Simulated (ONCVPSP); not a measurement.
# Before and after: ONCV potential for Rh

rhodium (Rh), optimised norm-conserving Vanderbilt (ONCV), made with ONCVPSP 4.0.1 (PBE, scalar-relativistic). Core [Ar] 3d10, reference 4s2 4p6 4d8 5s1. Waves: 4s+5s: rc 1.80 bohr, ncon 3, nbas 7, qcut 5.8 1/bohr, 3 projectors, debl 1.9 Ha; 4p: rc 1.80 bohr, ncon 4, nbas 7, qcut 6.4 1/bohr, 2 projectors, debl 2.8 Ha; 4d: rc 2.00 bohr, ncon 4, nbas 9, qcut 6.6 1/bohr, 2 projectors, debl 1.6 Ha; f scattering state at 0.47 Ha: rc 1.80 bohr, ncon 4, nbas 7, qcut 7.2 1/bohr, 2 projectors, debl 4 Ha. Local part: polynomial inside 1.30 bohr (lpopt 5, dvloc0 4 Ha). Core correction: none.

Change: s: ncon 5, nbas 9.

Cutoffs: the cutoffs (Ha) at which the residual kinetic energy of the hardest occupied pseudo-wave falls to 1 and 0.1 mHa per electron; they do not see the model core or the augmentation charge, which bear on the density cutoff. Errors are all-electron minus pseudo energies relative to the spin-unpolarised reference configuration.

**Question.** What does the change do?

**Answer.** The potential gets harder (18 Ha and 21 Ha → 18 Ha and 39 Ha); the bound ghost in s disappears; of the 4 tests that both files solve, the error grows in 0 and shrinks in 1 by more than 15 % and 0.3 meV (median size 17.3 → 17.0 meV).

```csv
quantity,base,changed
"cutoff, loose",18 Ha,18 Ha
"cutoff, tight",21 Ha,39 Ha
loose cutoff by channel,"s 7.7 Ha, p 16 Ha, d 18 Ha","s 14 Ha, p 16 Ha, d 18 Ha"
bound ghosts,s,none
GHOST(+) flags under 300 eV,none,none
"error for 4s2 4p6 4d8 5s0, meV [ΔE 7.46 eV]",-1.1,-1.0
"error for 4s2 4p6 4d7 5s0, meV [ΔE 26.97 eV]",-0.9,-1.1
"error for 4s2 4p6 4d6 5s0, meV [ΔE 59.48 eV]",+33,+33
"error for 4s1 4p6 4d8 5s1, meV [ΔE 89.04 eV]",-561,-427
s: phases at 1.83 bohr within 0.05 rad from the reference energy up to (Ha; the scan ends near 5),to the end of the scan,to the end of the scan
p: phases at 1.83 bohr within 0.05 rad from the reference energy up to (Ha; the scan ends near 5),to the end of the scan,to the end of the scan
d: phases at 2.03 bohr within 0.05 rad from the reference energy up to (Ha; the scan ends near 5),to the end of the scan,to the end of the scan
f: phases at 1.83 bohr within 0.05 rad from the reference energy up to (Ha; the scan ends near 5),to the end of the scan,to the end of the scan
```

Base: The cutoffs count occupied waves only; projector 2 of the f channel, the hardest unoccupied one, needs 74 Ha at the loose tolerance. Changed file: The cutoffs count occupied waves only; projector 2 of the f channel, the hardest unoccupied one, needs 74 Ha at the loose tolerance. A true bound ghost makes a file unfit for plane-wave use even where its test errors are small: the radial tests pick states by their node count and pass the ghost by.
